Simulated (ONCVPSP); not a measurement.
## bromine (Br): one change to an ONCV potential, before and after

ONCVPSP 4.0.1 input, shortened (lines: element, Z, core and valence counts, functional; n l f; lmax; l rc ep ncon nbas qcut; lloc lpopt rc5 dvloc0; l nproj debl; icmod fcfact rcfact), PBE, scalar-relativistic:

```
  Br 35.00    5    3        4      upf
    1    0    2.00
    2    0    2.00
    2    1    6.00
    3    0    2.00
    3    1    6.00
    3    2   10.00
    4    0    2.00
    4    1    4.00
    2
    0    1.15    0.00    3    7    5.10
    1    1.55    0.00    5    9    5.80
    2    0.75    0.00    4    8   16.30
    4    2    0.70    0.00
    0    2    0.80
    1    2    0.80
    2    3    4.00
    3    1.75    1.30
```

In the s channel the program set the typed energies aside and used -1.117, 0.250 Ha.

All-electron outer shells of the reference configuration (PBE, scalar-relativistic, ld1.x):

| shell | level (eV) | outermost node (bohr) | outermost maximum (bohr) |
| --- | --- | --- | --- |
| 3s | -249.29 | 0.23 | 0.48 |
| 3p | -184.71 | 0.21 | 0.48 |
| 3d | -77.92 | – | 0.43 |
| 4s | -30.40 | 0.67 | 1.41 |
| 4p | -17.47 | 0.70 | 1.62 |

Change: s: nproj 1.

Cutoffs: the cutoffs (Ha) at which the residual kinetic energy of the hardest occupied pseudo-wave falls to 1 and 0.1 mHa per electron; they do not see the model core or the augmentation charge, which bear on the density cutoff. Errors are all-electron minus pseudo energies relative to the spin-unpolarised reference configuration.

Q: Predict the effect on cutoff, ghosts and configuration errors.

A: The potential gets neither clearly harder nor softer (262 Ha and 430 Ha → 262 Ha and 430 Ha); both files keep a bound ghost (s); of the 4 tests that both files solve, the error grows in 0 and shrinks in 1 by more than 15 % and 0.3 meV (median size 2.7 → 2.6 meV).

```tsv
quantity	base	changed
cutoff, loose	262 Ha	262 Ha
cutoff, tight	430 Ha	430 Ha
bound ghosts	s	s
GHOST(+) flags under 300 eV	none	none
error for 3d10 4s2 4p5, meV [ΔE -12.55 eV]	+2.0	+2.1
error for 3d10 4s2 4p3, meV [ΔE 22.76 eV]	-3.4	-3.2
error for 3d10 4s2 4p2, meV [ΔE 56.74 eV]	-4.0	-3.2
error for 3d10 4s2 4p4.5, meV [ΔE -7.48 eV]	+1.3	+1.3
s: phases at 1.17 bohr within 0.05 rad from the reference energy up to (Ha; the scan ends near 5)	to the end of the scan	5.0
p: phases at 1.58 bohr within 0.05 rad from the reference energy up to (Ha; the scan ends near 5)	3.1	3.1
d: phases at 0.76 bohr within 0.05 rad from the reference energy up to (Ha; the scan ends near 5)	to the end of the scan	to the end of the scan
rms error of d²Exc/dni dnj with the model core, mHa	6.86	6.86
```

 A true bound ghost makes a file unfit for plane-wave use even where its test errors are small: the radial tests pick states by their node count and pass the ghost by.
